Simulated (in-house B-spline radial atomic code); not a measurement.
The numbers below are computed, except where a source is named.
N in an electron gas of r_s = 3.3: phase shifts, screening and friction

A nucleus sits in a uniform electron gas with a rigid positive background. The Kohn-Sham equations are solved self-consistently in the spin-unpolarised LDA (PW92), non-relativistic, on B-splines with outgoing waves at the boundary and partial waves to l = 8. The model has no lattice, no bands and no magnetic solution. Atomic units; δ_l are the phase shifts at the Fermi level, counted so that each bound state adds π, and good to about 0.0005.

The density parameter is r_s = 3.3 bohr.

| l | δ_l (rad) |
| --- | --- |
| 0 | 4.9955 |
| 1 | 2.0672 |
| 2 | -0.0394 |
| 3 | -0.0007 |
| 4 | 0.0004 |
| 5 | 0.0002 |
| 6 | 0.0001 |
| 7 | 0.0002 |
| 8 | 0.0002 |

Bound levels below the band bottom (hartree): s -13.51, s -0.2629.

(1) Check the Friedel sum rule, and say where the screening charge sits.

(2) Find the transport cross section and the electronic stopping of a 5 keV N ion (mass 14.01 u).

Answers

(1) k_F = (9π/4)^(1/3)/r_s = 0.58156. The rule is Z = (2/π) Σ (2l + 1) δ_l. The terms are s 3.180, p 3.948, d -0.125, f -0.003 and 0.009 beyond, in all 7.008 against Z = 7. Bound states hold 4 s, 0 p, 0 d electrons, so the scattering states carry 3.01 in all; where a term is smaller than its bound count, the bound level has drawn weight out of the band.

(2) σ_tr = (4π/k_F²) Σ (l + 1) sin²(δ_l − δ_(l+1)). The terms for l = 0 to 3 are 0.0448, 1.4787, 0.0045, 0.0000, all together 1.5280, so σ_tr = 37.155 × 1.5280 = 56.773 bohr². With n = 3/(4π r_s³) = 0.006643, the friction coefficient is Q = n k_F σ_tr = 0.2193. For v well below v_F = 0.582, dE/dx = Q v; with 24801 eV per u at v = 1, v = √(5000/(24801 × 14.01)) = 0.1200, so dE/dx = 0.02631 hartree/bohr = 13.5 eV/nm. The largest term couples the p and d waves.
